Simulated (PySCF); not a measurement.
A mixed set of molecules.

All values: B3LYP/def2-SVPD (PySCF) at GFN2-xTB geometries, gas phase, one conformer each. Core orbitals are frozen in the response; Δα² is half the sum of the squared differences of the principal polarisabilities.

(1) Rank by HOMO energy, highest first.
A. `[SiH3]N1CCCN1`
B. `C1C(C1)c1c(snn1)Cl`
C. `FC(F)(C(=N)C(F)(F)F)F`
D. `Cc1nnc(n1C)C`

(2) Rank by mean static polarisability, lowest first.
A. `N=C(C(F)(F)F)C(F)(F)F`
B. `CCc1n[nH]c(C)n1`
C. `N[C@H]1CN[SiH2]C1`
D. `C(=C\F)/NC(C)=O`
E. `ClC1=C(C2CC2)N=NS1`

Results:

(1) A (-6.35 eV), D (-6.58 eV), B (-7.12 eV), C (-9.01 eV).

(2) A (7.29 Å³), D (9.73 Å³), C (11.48 Å³), B (11.77 Å³), E (15.17 Å³).

All values together:

```tsv
SMILES	formula	μ (D)	HOMO (eV)	LUMO (eV)	α (Å³)	Δα (Å³)	electrons	α per electron (Å³)
[SiH3]N1CCCN1	C3H10N2Si	1.98	-6.35	0.09	11.41	2.13	56	0.204
Clc1snnc1C1CC1	C5H5ClN2S	2.39	-7.12	-1.97	15.17	7.54	82	0.185
CC(=O)N/C=C/F	C4H6FNO	4.50	-6.51	-0.62	9.73	6.81	54	0.180
N[C@H]1CN[SiH2]C1	C3H10N2Si	0.86	-6.36	0.23	11.48	3.02	56	0.205
N=C(C(F)(F)F)C(F)(F)F	C3HF6N	1.85	-9.01	-2.57	7.29	1.86	80	0.091
CCc1n[nH]c(C)n1	C5H9N3	2.71	-7.01	0.00	11.77	5.45	60	0.196
Cc1nnc(C)n1C	C5H9N3	6.05	-6.58	-0.07	11.71	5.44	60	0.195
```

Conformers: `[SiH3:1][N:2]1[CH2:3][CH2:4][CH2:5][NH:6]1` with Si1–N2–C3–C4 -104°, N2–C3–C4–C5 -14°, C3–C4–C5–N6 -10°, C4–C5–N6–N2 30°; `[Cl:1][c:2]1[s:3][n:4][n:5][c:6]1[CH:7]1[CH2:8][CH2:9]1` with N5–C6–C7–C8 -34°; `[CH3:1][C:2](=[O:3])[NH:4]/[CH:5]=[CH:6]/[F:7]` with C1–C2–N4–C5 180°, C2–N4–C5–C6 180°; `[NH2:1][C@H:2]1[CH2:3][NH:4][SiH2:5][CH2:6]1` with H–N1–C2–C3 -65° and 176°, N1–C2–C3–N4 168°, C2–C3–N4–Si5 -29°, C3–N4–Si5–C6 7°, N4–Si5–C6–C2 17°; `[CH3:1][CH2:2][c:3]1[n:4][nH:5][c:6]([CH3:7])[n:8]1` with C1–C2–C3–N4 -92°.

Question: How closely does the mean polarisability follow the number of electrons in this set?

Answer: The correlation coefficient is 0.09; α per electron runs from 0.091 to 0.205 Å³.
